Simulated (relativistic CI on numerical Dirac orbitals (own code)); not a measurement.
One change at a time: I XXI

Base calculation: Dirac-Coulomb-Breit CI, separate exchange-only KLI orbitals for each configuration, a model potential for QED, unscaled Slater integrals.

Configurations in the expansion (outside the closed core [Ar] 3d10): 4s²4p³, 4s4p⁴, 4s²4p²4d, 4p⁵, 4s4p³4d, 4s²4p²4f, 4s4p³4f, 4p⁴4d, 4s4p²4d², 4s²4p4d4f, 4p⁴4f, 4s²4p²5s, 4s²4p²5p, 4p⁴5s, 4s4p²4d5s, 4p³4d4f, 4s4p³5s, 4s²4p²5d, 4s²4p4f5s, 4s4p²4f², 4s4p³5p, 4s²4p²5f, 4s²4p²5g, 4s4p³5d, 4s²4p²6s, 4s²4p²6p, 4s4p²5s², 4s²4p4d², 4s²4d³, 4s4p4d³, 4s²4d²4f, 4s4p4d²4f, 4s²4d²5s, 4p³4d², 4p²4d³, 4p²4d²4f, 4p²4d²5s, 4s²4p4f², 4s²4d4f², 4s4p4d4f², 4s²4f³, 4s4p4f³, 4s²4f²5s, 4p³4f², 4p²4d4f², 4p²4f³, 4p²4f²5s, 4s²4p4d5s, 4s4p4d²5s, 4s²4d4f5s, 4s4p4d4f5s, 4s²4d5s², 4s4p²4d4f, 4p³4d5s, 4p²4d4f5s, 4p²4d5s², 4s²4p5s², 4s4p4d5s², 4s²4f5s², 4s4p4f5s², 4s4p²4f5s, 4s4p4f²5s. Double excitations out of closed p, d and f shells are left out; levels of such configurations are missing from the list, as are those of other unlisted configurations, and high levels can miss mixing partners. These lack a partner that the ground configuration has and come out too high: 4s²4p²5p, 4s²4p²5d, 4s4p³5p, 4s²4p²5f, 4s²4p²5g.

Variants: (1) valence Slater integrals scaled by 0.9; (2) Breit term removed; (3) non-relativistic limit. Shifts of the energy above 4s²4p³ ⁴S°3/2, in cm⁻¹, for the lowest level and the first level of each name with at least 55 % of one term (blank where a level changes its place among those of its configuration and J or its character, or is not in the variant):

```tsv
Level	Base	Δ(1)	Δ(2)	Δ(3)
4s²4p³ ⁴S°3/2	0	0	0	0
4s²4p³ ²D°5/2	119529	-634	+1579	-70978
4s²4p³ ²P°1/2	152717	-3651	+1481	-72195
4s²4p³ ²P°3/2	247812	-1578	+3030	-167289
4s4p⁴ ⁴P5/2	477983	+7773	+134	-110253
4s4p⁴ ⁴P3/2	535865	+5931	+559	-168135
4s4p⁴ ⁴P1/2	541643	+4295	+430	-173913
4s4p⁴ ²D5/2	633734	+4449	+1783	-191138
4s²4p²4d ²F5/2	749156	+4514	+2822	
4s²4p²4d ⁴D1/2	756322	+3585	+2710	-86255
4s²4p²4d ⁴F7/2	764857	+4175	+3208	-109069
4s²4p²4d ⁴F9/2	793905	+3022	+3774	-138117
4s²4p²4d ²G7/2	843206	-70	+3713	
4s²4p²4d ²D3/2	878465	-5213	+3348	-120399
```

At this charge energies of transitions that change n are usually good to better than 1 %, and those within a shell (Δn = 0) to a few per cent.

Ionisation energy from the two ground configurations alone: base 601.572 eV; valence Slater integrals scaled by 0.9 601.418 eV; Breit term removed 601.895 eV. The NIST ASD value (theoretical) is 601 eV.

LS names give the leading component of a level, which can be under half, so a name can repeat, a term be missing and a line seem to break the LS rules.
